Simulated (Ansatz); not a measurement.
Stepwise reaction of `[GaH2][Br]` with water, as a gas-phase model of exchange steps in deposition or etching. ΔE in kJ/mol; ΔG adds harmonic PBE0-D4 terms to CCSD(T)/CBS, at 1 bar.

Computed with Ansatz on PBE0-D4/def2-TZVP structures; ΔE is electronic, products minus reactants. CCSD(T)/CBS is the MP2 limit (def2-TZVPP, def2-QZVPP) plus CCSD(T) − MP2 in def2-TZVPP, frozen cores. This one scheme is used for every species. DFT in def2-TZVPP. B3LYP here is the variant with VWN-RPA as its local correlation; programs differ in this. For Br, Ga outer-core shells are correlated without core-valence functions, which leaves a few kJ/mol of doubt a bond. Scalar relativity is left out up to krypton. One conformer a species, not always the lowest.

```tsv
step	reaction	PBE-D4	B3LYP-D4	ωB97M-V	CCSD(T)/CBS	ΔG(500 K)
1	`[GaH2][Br]` + H₂O → `[OH][GaH][Br]` + H₂	-48.3	-48.3	-45.5	-48.0	-46.1
```

(1) Give the row of step 2, `[OH][GaH][Br]` + H₂O → `[OH][Ga]([OH])[Br]` + H₂. (Best estimate.)

(2) By hand: ΔE of the 2 steps together at CCSD(T)/CBS.

## Answers

(1) Ansatz gave: 
```tsv
step	reaction	PBE-D4	B3LYP-D4	ωB97M-V	CCSD(T)/CBS	ΔG(500 K)
2	`[OH][GaH][Br]` + H₂O → `[OH][Ga]([OH])[Br]` + H₂	-24.6	-26.6	-24.2	-27.4	-24.1
```

(2) (-48.0) + (-27.4) = -75.4 kJ/mol, or -37.7 kJ/mol a step.

In ΔE each step is higher than the one before. All are downhill at CCSD(T)/CBS. ΔG lies between -46.1 and -24.1 kJ/mol a step. PBE-D4 differs from CCSD(T)/CBS by -0.3 to 2.8 kJ/mol a step. Isolated molecules leave out the surface, adducts and barriers. Largest T1 diagnostic: 0.012.
